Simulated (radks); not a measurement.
Q: The mean radii <r> (bohr) of the occupied orbitals of an atom or ion are listed with their occupations. Method: scalar-relativistic Kohn-Sham, LDA (Slater exchange, Perdew-Wang correlation), spin-polarised, spherical densities, finite nucleus; Fermi nuclear charge, rms radius of each element as measured or else 0.836 A^(1/3) + 0.57 fm; computed with a radial shooting solver on a logarithmic mesh with Libxc functionals.

| orbital | occ. | <r> |
|---|---|---|
| 1s up | 1 | 0.01934 |
| 1s down | 1 | 0.01934 |
| 2s up | 1 | 0.08190 |
| 2s down | 1 | 0.08190 |
| 2p up | 3 | 0.07295 |
| 2p down | 3 | 0.07294 |
| 3s up | 1 | 0.2129 |
| 3s down | 1 | 0.2128 |
| 3p up | 3 | 0.2125 |
| 3p down | 3 | 0.2123 |
| 3d up | 5 | 0.1926 |
| 3d down | 5 | 0.1924 |
| 4s up | 1 | 0.4732 |
| 4s down | 1 | 0.4735 |
| 4p up | 3 | 0.5000 |
| 4p down | 3 | 0.5003 |
| 4d up | 5 | 0.5299 |
| 4d down | 5 | 0.5304 |
| 5s up | 1 | 1.006 |
| 5s down | 1 | 1.010 |
| 4f up | 7 | 0.5770 |
| 4f down | 2 | 0.5787 |
| 5p up | 2 | 1.096 |

Name the element and its charge. Open shells, if any, are filled with parallel spins first.

A: Z = 71, lutetium, charge +12: Lu12+ in [Kr] 4d10 4f9 5s2 5p2. The 1s radius gives Z: for a bare nucleus <r> = (2 gamma + 1)/(2Z) with gamma = sqrt(1 - (Z/c)^2), 0.01909 bohr for Z = 71, and screening makes it slightly larger (0.01934 here). The occupations add up to 59, and the charge is Z minus that.
